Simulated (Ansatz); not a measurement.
Program: Ansatz. Geometries: PBE0-D4/def2-TZVP. ΔE: electronic, gas phase. CCSD(T)/CBS is the MP2 limit (def2-TZVPP, def2-QZVPP) plus CCSD(T) − MP2 in def2-TZVPP, frozen cores. DFT in def2-TZVPP. For Ge outer-core shells are correlated without core-valence functions, which leaves a few kJ/mol of doubt a bond. Scalar relativity is left out up to krypton. One conformer a species, not always the lowest.

Consider the redistribution: `C=[CH][AlH][F]` + `[NH2][GeH2][SiH2]Cl` → `C=[CH][AlH][SiH2]Cl` + `[NH2][GeH2][F]`.

Problem. Is it downhill or uphill in electronic energy at CCSD(T)/CBS, and by how much? (An estimate is asked.)

Solution. Ansatz gave: Uphill: ΔE = +1.25 eV.

Problem. What do these levels give: ωB97M-V, PBE, r2SCAN, MP2/def2-TZVPP, CCSD/def2-TZVPP, MP2/CBS(def2)? (An estimate is asked.)

Solution. Ansatz gave: ωB97M-V 1.24, PBE 1.15, r2SCAN 1.22, MP2/def2-TZVPP 1.28, CCSD/def2-TZVPP 1.22, MP2/CBS(def2) 1.32 eV.

Largest T1 diagnostic among the species: 0.012.

In def2-TZVPP, CCSD(T) changes the Hartree–Fock value by +0.07 eV (the triples alone add −0.01 eV) and MP2 by +0.13 eV.
